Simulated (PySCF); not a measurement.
Al(OH) (AlHO), SMILES [OH][Al] (connectivity only; charge and spin as stated), neutral, multiplicity 1. Atoms are numbered in the order given.

```xyz
3

Al     0.0000     0.0000     0.7315
O      0.0000     0.0000    -0.9507
H      0.0000     0.0000    -1.9043
```

The structure is a stationary point at B3LYP-D3(BJ)/def2-TZVPD.

The numbers are results of PySCF with B3LYP/def2-TZVPD, not measurements.

Mulliken values depend strongly on the basis, most of all with diffuse functions as here. ESP charges are fitted to the potential on shells at 1.4 to 2.0 van der Waals radii. Atomic charges (e):

| atom | Mulliken | ESP fit |
|---|---|---|
| Al1 | -0.03 | 0.09 |
| O2 | -0.24 | -0.37 |
| H3 | 0.27 | 0.27 |
